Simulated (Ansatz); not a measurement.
Basis-set extrapolation for C₂H₅AlCl₂ (PBE0-D4/def2-TZVP geometry, frozen core, the Gaussian-basis code of Ansatz). Multiplicity 1, RHF reference.

|  | def2-TZVPP | def2-QZVPP |
| --- | --- | --- |
| HF | -1239.703880 | -1239.740001 |
| MP2 correlation | -0.802696 | -0.870441 |
| CCSD(T) correlation | -0.899208 | not run |

Energies in hartree. Use E(X) = E(∞) + A·exp(−7.88·√X) for Hartree–Fock and E(X) = E(∞) + B·X^(−2.97) for correlation, with X = 3 and 4, and add CCSD(T) minus MP2 of the smaller set to the MP2 limit.

Problem. What is the CCSD(T) energy at the basis-set limit?

Solution. HF limit: -1239.740001 + (-0.036121) × 0.13774 = -1239.74498. MP2 limit: -0.870441 + (-0.067745) × 0.74074 = -0.92062. Higher-order term: -0.899208 − (-0.802696) = -0.09651. Total: -1240.76211 hartree, 417.5 kJ/mol below CCSD(T)/def2-TZVPP.
